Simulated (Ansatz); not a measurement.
System: sum formula NbO₂Cl, net charge -1, doublet state. The spin state was set by rule; other spins were not relaxed. 
Geometry from a B3LYP-D3(BJ)/def2-TZVP (Ansatz, a program for electronic structure) optimisation:
```
Nb
O 1 1.7564
O 1 1.7564 2 111.62
Cl 1 2.4358 2 119.63 3 146.85
```
Charge -1, spin multiplicity 2.

Task: Give the harmonic wavenumbers at B3LYP-D3(BJ)/def2-TZVP (Ansatz, finite differences of forces, unscaled).

Result: 91, 144, 265, 362, 893, 937 cm⁻¹. Zero-point energy 3.8 kcal/mol.

Task: From these and the geometry, give the ideal-gas thermochemistry at 298.15 K and 1 atm (rigid rotor, harmonic oscillator).

Result: Point group Cs, rotational symmetry number 1. Rotational constants 7.064, 2.311, 1.791 GHz. S(trans) 41.13, S(rot) 26.80, S(vib) 9.40, S(elec, spin only) 1.38, S 78.7 cal/(mol K). H(298) - H(0) 3.83 kcal/mol; G - E(el) -15.8 kcal/mol.
